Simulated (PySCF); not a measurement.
## How methods differ on the excitation energy of Te

Te [Kr] 4d10 5s2 5p4 (3P) → Te [Kr] 4d10 5s2 5p3 6s1 (5S), as a difference of total energies. Calculation: PySCF 2.14, in x2c-QZVPPall with one added diffuse shell each of s, p, d, f type (14s10p8d5f1g, 128 functions); the spin-free X2C one-electron Hamiltonian (Gaussian nucleus). Correlated levels: valence: [Kr] 4d10 frozen; valence and next inner shell: [Ar] 3d10 frozen. The calculations carry no spin-orbit coupling.

```csv
method,excitation energy (eV)
UHF,4.594
LDA,5.311
PBE,5.151
PBE0,5.226
r2SCAN,5.386
r2SCAN0,5.369
BHandHLYP,5.432
TPSS,5.343
MP2 (valence),5.023
SCS-MP2 (valence),5.211
MP2 (valence and next inner shell),5.033
SCS-MP2 (valence and next inner shell),5.200
```

Question: How much does correlation contribute at MP2 (valence and next inner shell)?

Answer: 5.033 − (4.594) = 0.439 eV, measured against UHF.

Errors of the correlated levels include the incompleteness of this basis and the frozen core.

For comparison: 5.226 eV (measured; NIST levels, between the centres of gravity of the two terms).
